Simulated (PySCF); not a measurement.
Ge(Cl)3(tBu), SMILES C[C](C)(C)[Ge]([Cl])([Cl])[Cl] at its GFN2-xTB optimised geometry (Å):

```
17

C      1.1525     0.6991     1.2667
C      0.6972    -0.0022     0.0000
C      1.1525    -1.4498    -0.0261
C      1.1525     0.7442    -1.2406
Ge    -1.4112    -0.0022     0.0000
Cl    -2.2412    -0.9964    -1.7219
Cl    -2.2412    -0.9964     1.7219
Cl    -2.2413     1.9861     0.0000
H      2.2412     0.7212     1.3056
H      0.7880     0.1774     2.1501
H      0.7871     1.7243     1.2941
H      2.2413    -1.4945    -0.0264
H      0.7880    -1.9540    -0.9195
H      0.7872    -1.9861     0.8481
H      2.2412     0.7669    -1.2792
H      0.7880     1.7701    -1.2306
H      0.7871     0.2553    -2.1423
```

Level of theory: PBE0/def2-SVP (PySCF). Cells within 0.4 Å of a nucleus heavier than hydrogen are left out (blank, or x).

Map of the electron localisation function on the plane z = 1.2 Å:

```
|0000000000000000000000000000000|
|0000000000000000000000000000000|
|0000000000000000000000000000000|
|0000000111000000000000000000000|
|0000012333210000000000000000000|
|0000234555430000266410000000000|
|0002456666641001899951000000000|
|0013567777651005999982000000000|
|0013567887651008999982000000000|
|0014567777640008999983235410000|
|0003466665420007999975799961000|
|0000123332210003899668999983000|
|000000001110000145xx29999995000|
|000000001111100144xxx9999995000|
|0000112233221101464158999982000|
|0013456665432100256546898730000|
|0035678887642100123221221000000|
|0146788768752100000000000000000|
|0146888327763000000000000000000|
|0146888447863000134310000000000|
|0146788888863001899851111100000|
|0025688888762006999972011100000|
|0013567887651008999982000000000|
|0001356666520008999982000000000|
|0000123443200007999971000000000|
|0000001111000004899730000000000|
|0000000000000000244200000000000|
|0000000000000000000000000000000|
|0000000000000000000000000000000|
|0000000000000000000000000000000|
|0000000000000000000000000000000|
```
Scale: ten equal steps from 0.000 (start of '0') to 0.999 (end of '9'), in the order '0123456789'; x runs from -4.50 to 4.50, y from -4.50 (bottom) to 4.50 (top).
